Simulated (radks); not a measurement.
Q: Species: In2+. Configuration: [Kr] 4d10 5s1 (the NIST ground configuration). Method: Dirac Kohn-Sham, PBE, spin-unpolarised, spherical densities, point nucleus; computed with a radial shooting solver on a logarithmic mesh with Libxc functionals. Some entries of the table are withheld. Estimate them.

| orbital | occ. | eigenvalue (eV) | <r^2> (bohr^2) |
|---|---|---|---|
| 1s1/2 | 2 | -27755.01 | 0.001194 |
| 2s1/2 | 2 | -4169.860 | 0.01941 |
| 2p1/2 | 2 | (1) | 0.01446 |
| 2p3/2 | 4 | (2) | 0.01577 |
| 3s1/2 | 2 | -805.9382 | 0.1389 |
| 3p1/2 | 2 | (3) | 0.1339 |
| 3p3/2 | 4 | (4) | 0.1426 |
| 3d3/2 | 4 | (5) | 0.1235 |
| 3d5/2 | 6 | (6) | 0.1261 |
| 4s1/2 | 2 | -137.6340 | (7) |
| 4p1/2 | 2 | (8) | 0.9288 |
| 4p3/2 | 4 | (9) | 0.9922 |
| 4d3/2 | 4 | -37.0458 | 1.593 |
| 4d5/2 | 6 | -36.1728 | 1.635 |
| 5s1/2 | 1 | -23.6676 | 6.182 |

A: 
(1) 2p1/2 eigenvalue (eV): -3889.730
(2) 2p3/2 eigenvalue (eV): -3678.847
(3) 3p1/2 eigenvalue (eV): -692.9153
(4) 3p3/2 eigenvalue (eV): -654.8242
(5) 3d3/2 eigenvalue (eV): -454.9906
(6) 3d5/2 eigenvalue (eV): -447.1871
(7) 4s1/2 <r^2> (bohr^2): 0.8146
(8) 4p1/2 eigenvalue (eV): -100.7390
(9) 4p3/2 eigenvalue (eV): -94.0921
